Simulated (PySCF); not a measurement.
Dissociation curve of PH, triplet.

Computed with: ROKS-B3LYP = restricted open-shell B3LYP/cc-pVTZ (PySCF); UCCSD(T) = CCSD(T) on UHF/cc-pVTZ, 5 core orbitals frozen (PySCF 2.14.0); ROHF/cc-pVTZ (PySCF); CASSCF(6,5)/cc-pVTZ (PySCF); UCCSD = CCSD on UHF/cc-pVTZ, 5 core orbitals frozen (PySCF).

Energies are in mEh, each relative to the lowest point of its own curve near equilibrium.

```
R / Å  ROKS-B3LYP  UCCSD(T)  ROHF  CASSCF(6,5)  UCCSD
-----  ----------  --------  ----  -----------  -----
1.07         89.8      90.1  88.7         90.4   89.7
1.13         55.5      55.6  54.1         55.7   55.2
1.22         23.1      22.9  21.5         22.9   22.6
1.27         12.3      12.1  10.9         12.1   11.9
1.33          4.4       4.2   3.4          4.3    4.1
1.38          1.0       0.9   0.5          1.0    0.9
1.43          0.0       0.0   0.0          0.0    0.0
1.49          1.1       1.2   1.9          0.9    1.3
1.51          2.0       2.1   3.0          1.6    2.3
1.56          4.9       5.1   6.7          4.2    5.3
1.65         12.3      12.6  15.7         10.8   13.0
1.75         22.8      22.8  28.0         19.9   23.6
```

The scan ran from 1.07 to 5.65 Å; beyond the distances shown one of the unrestricted levels run for this scan, shown here or not, changes its spin distribution in one step.
